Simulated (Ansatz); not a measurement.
Computed with Ansatz on PBE0-D4/def2-TZVP structures; ΔE is electronic, products minus reactants. CCSD(T)/CBS adds triple-zeta CCSD(T) − MP2 to the extrapolated MP2 energy (def2 sets, frozen cores). This one scheme is used for every species. DFT in def2-TZVPP. HSE06 is defined as in plane-wave codes. For Ti outer-core shells are correlated without core-valence functions, which leaves a few kJ/mol of doubt a bond. Scalar relativity is left out up to krypton. One conformer a species, not always the lowest.

`C[O][Ti]([NH2])([NH2])[NH2]` + H–F → `[NH2][Ti]([NH2])([NH2])[F]` + CH₃OH  (ligand exchange at a Ti–O bond)

`C[O][Ti]([NH2])([NH2])[NH2]`:

```xyz
15

C    -0.316    2.319   -1.042
O    -0.485    1.062   -0.484
Ti   -0.028   -0.507    0.228
N    -0.891   -0.756    1.894
N     1.829   -0.639    0.574
N    -0.461   -1.928   -0.948
H    -1.059    3.017   -0.639
H    -0.442    2.277   -2.130
H     0.682    2.717   -0.825
H    -1.306   -1.625    2.196
H    -1.204   -0.001    2.488
H     2.231   -0.788    1.487
H     2.557   -0.475   -0.107
H     0.112   -2.749   -1.075
H    -1.219   -1.924   -1.616
```

H–F:

Z-matrix (Å, degrees):
```
F
H 1 0.920
```

`[NH2][Ti]([NH2])([NH2])[F]`:

```xyz
11

N     1.757    0.031    0.045
Ti   -0.053    0.313   -0.379
N    -0.801   -1.371   -0.755
N    -0.891    0.954    1.178
F    -0.245    1.441   -1.745
H     2.488   -0.049   -0.649
H     2.156    0.089    0.970
H    -1.665   -1.498   -1.263
H    -0.339   -2.258   -0.619
H    -0.886    1.926    1.456
H    -1.521    0.424    1.761
```

CH₃OH:

Cartesian coordinates in Å:
```
C 0.065 0.350 -0.022
O -0.562 -0.827 0.434
H -0.402 1.184 0.503
H -0.072 0.506 -1.099
H 1.139 0.365 0.201
H -0.168 -1.577 -0.017
```

```json
{"level": "BLYP-D4", "ΔE (kJ/mol)": "-45.8"}
{"level": "BHLYP-D4", "ΔE (kJ/mol)": "-45.9"}
{"level": "B2PLYP", "ΔE (kJ/mol)": "-46.4"}
{"level": "HSE06", "ΔE (kJ/mol)": "-51.3"}
```

(1) What does CCSD(T)/CBS give? (Estimate.)

Largest T1 diagnostic among the species: 0.024, so the coupled-cluster value is less sure than usual.

Answers

(1) The calculation gave: -36.1 kJ/mol. The listed levels differ from it by -9.7, -9.8, -10.3, -15.2 kJ/mol.

Leaving LDA and LC-ωPBE aside and taking each functional with its dispersion term where it has one, the values, not all of them listed here, spread over 9.5 kJ/mol, from ωB97X-V to PBE-QIDH. LDA lies +10.2 kJ/mol from PBE without D4. At CCSD(T), def2-SVP lies −4.1 kJ/mol from the extrapolated value and def2-TZVPP −1.9 kJ/mol. In def2-TZVPP, CCSD(T) changes the Hartree–Fock value by +17.8 kJ/mol (the triples alone add +4.1 kJ/mol) and MP2 by +22.1 kJ/mol.
